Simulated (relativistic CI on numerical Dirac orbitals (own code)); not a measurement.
**Zr²⁺: what numerical and physical settings do to a radial Dirac CI calculation**

Reference input:

```
atom Zr  Z=40  charge=2  electrons=38
nucleus A=90  rms_radius_fm=4.2694
hamiltonian dirac-coulomb  breit=on  qed=on  c_scale=1
orbitals kli  potential=per-configuration
slater_scale 1
correlation none
mixing on
grid step=0.0125 r_max=67.1
scf mixing=0.4 start=green max_iterations=150 tolerance=2e-08 node_fill=0.05
configurations
  [Kr] 4d2
  [Kr] 4d 5s
  [Kr] 5s2
end
```

Computed lowest total energy -3593.03398 Ha, first excitation 571.8 cm⁻¹, 33 SCF steps. Runs with settings changed; * marks those that are bad on purpose (the QED terms keep the true α when c is scaled):

```tsv
Changed	Outcome	Lowest level	ΔE (Ha)	First excitation (cm⁻¹)	SCF steps	Message
end of the grid at 33.55 bohr, start potential previous	converged	4d2 3F_2	2.95e-10	571.8	30	
Breit term off	converged	4d2 3F_2	-2.05	610.4	33	
SCF mixing 0.9, node fill of the KLI weights 0.2	converged	4d2 3F_2	0.00497	600.3	28	
start potential bare	converged	4d2 3F_2	2.36e-10	571.8	65	
speed of light × 0.4 *	converged	5s2 1S_0	-407	11990.2	37	
charge 3 *	refused				0	configuration [Kr] 4d2 has 38 electrons, the ion has 37
```

With so few configurations and no correlation, terms lie too far apart (by 10 to 50 % near neutrality), their order can be wrong, and levels of other configurations are missing.
